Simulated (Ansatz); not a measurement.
C₂H₅BrSi (`C=C[SiH2]Br`). Charge 0, multiplicity 1.

```csv
atom,x (Å),y (Å),z (Å)
C1,1.001,0.298,1.183
C2,0.150,-0.498,0.541
Si3,-0.828,0.093,-0.911
Br4,-0.284,-1.077,-2.728
H5,1.165,1.327,0.874
H6,1.572,-0.039,2.044
H7,0.027,-1.524,0.884
H8,-2.286,-0.099,-0.717
H9,-0.516,1.519,-1.170
```

Q: List the harmonic frequencies (cm⁻¹, unscaled) at PBE0-D4/def2-TZVP in Ansatz. (Best estimate.)

A: Ansatz gave: 74, 159, 264, 408, 509, 588, 694, 738, 845, 939, 1010, 1023, 1042, 1289, 1442, 1669, 2239, 2248, 3134, 3155, 3218.

Q: Is this a minimum?

A: Yes, all 21 modes are real.

Q: Give the ideal-gas thermochemistry at 298.15 K and 1 bar (rigid rotor, harmonic oscillator; point group C1, symmetry number 1).

A: Zero-point energy 159.6 kJ/mol; H(298) − E = 177.4 kJ/mol; entropy 331.7 J/(mol·K), of which translation 170.2, rotation 113.5, vibration 47.9; G(298) − E = 78.6 kJ/mol. Modes under 100 cm⁻¹ are hindered rotations or soft bends, so the harmonic entropy is rough.

Q: Rotational constants (cm⁻¹)?

A: 0.347, 0.04911, 0.04559.
